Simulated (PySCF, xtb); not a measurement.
C₄H₉Cl, SMILES CC(C)(C)Cl.

GFN2-xTB (xtb) at its own geometry gives an orbital gap of 6.76 eV and a dipole moment of 2.44 D.

Geometry: B3LYP-D3(BJ)/def2-SVP.

### Question
What does r2SCAN/def2-TZVP run with PySCF give? (An estimate is asked for; the answer gives what the named calculation found.)

### Answer
gap 6.90 eV (levels -7.11 and -0.21 eV), dipole 2.32 D.
